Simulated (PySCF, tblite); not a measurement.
Compound: C4H10SSi2.
SMILES: `C#C[SiH2]S[SiH](C)C`

Jobs on this species (17 atoms, 78 electrons) with PySCF (density fitting) and tblite. Hardware of each: one thread of an Arm Neoverse N1 (shared host). Other jobs ran on the host; a repeat could differ by tens of per cent or more.

| level and settings | work | basis functions | SCF cycles | wall time |
| --- | --- | --- | --- | --- |
| PBE0/pcSseg-1 | shieldings, charges and field gradients | 190 | ? | ? |
| CAM-B3LYP/def2-SVPD | 8 singlets by full TDDFT, 3 Tamm–Dancoff triplets, polarisability | 235 | ? | ? |
| GFN2-xTB | Hessian by finite differences | – | – | 1.3 s |
| GFN2-xTB | L-BFGS relaxation | – | – | 2.4 s |

Q: Fill in the missing figures.

A: 
- PBE0/pcSseg-1; shieldings, charges and field gradients: 59 s, 14 SCF cycles
- CAM-B3LYP/def2-SVPD; 8 singlets by full TDDFT, 3 Tamm–Dancoff triplets, polarisability: 1.9 min, 12 SCF cycles

Q: What do all jobs in the table cost together?

A: About 2.9 min; the longest takes about 65 % of that, and about 88 times as long as the shortest.
